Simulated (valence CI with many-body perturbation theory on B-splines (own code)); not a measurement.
Values are calculated unless marked as measured or tabulated.
In44+: what the settings do

Level of theory: configuration interaction combined with many-body perturbation theory (CI+MBPT): three valence electrons over a frozen Dirac-Fock core [He], a basis of 6 s, 6 p, 5 d, 3 f, 1 g functions for each j, with the one-electron correlation potential Σ1 (screened to all orders), the two-electron term Σ2, the three-electron term Σ3, Breit, model QED; selected single and double excitations, second order for the rest, scaled by the run's own slope (own B-spline code, finite nucleus).

The last digits are not significant, and no measured levels were compared; by estimate large intervals hold to a few tenths of a per cent, small ones and those within an open d or f shell to about a per cent.

The reference run has the lowest level (2s^2 2p1/2) J=1/2 and an ionisation energy of 7444.32 eV. Its largest variational space holds 3946 state functions.

Levels are named by their leading jj configuration (3d3/2^4 stands for four electrons in 3d with j = 3/2), which in mixed levels can hold well under half, so a name can repeat and another be missing. Letters in brackets count levels of one name in rising energy.

Changed runs:
A. Davidson tolerance 2e-05 → 0.0003
B. logarithmic knot step 0.27 → 0.2
C. correlating orbitals by l 3 3 3 2 1 → 2 3 4 4 2; selection threshold (hartree) 2e-08 → 1e-05
D. start configuration 2s2 2p1 → 2s2 2p2 (bad on purpose)

Excitation energies of the reference run in cm⁻¹, and shifts in cm⁻¹:

```tsv
Level	Reference	A	B	C
(2s 2p1/2^2) J=1/2	1136220	0	-15	-65
(2s^2 2p3/2) J=3/2	1888170	0	+1.6	-8.8
(2s 2p1/2 2p3/2) J=3/2 [a]	2685010	0	-12	+2.7
(2s 2p1/2 2p3/2) J=5/2	2915080	0	-12	-76
(2s 2p1/2 2p3/2) J=3/2 [b]	3278060	0	-13	-145
(2s 2p1/2 2p3/2) J=1/2	3293600	0	-13	-99
(2p1/2^2 2p3/2) J=3/2	4514530	0	-27	-183
(2s 2p3/2^2) J=5/2	4721380	0	-9.3	-65
(2s 2p3/2^2) J=1/2	5250980	0	-10	-179
(2s 2p3/2^2) J=3/2	5260010	0	-10	-133
(2p1/2 2p3/2^2) J=3/2	6180790	0	-24	-112
(2p1/2 2p3/2^2) J=5/2	6327330	0	-24	-207
Ionisation energy (eV)	7444.32	0	-0.0022	+0.0044
```

No effect on these energies: A.

Run D: It gave no result: the electrons of core and valence do not add up to the charge. The program said: "core and valence hold 6 electrons, the ion has 5".
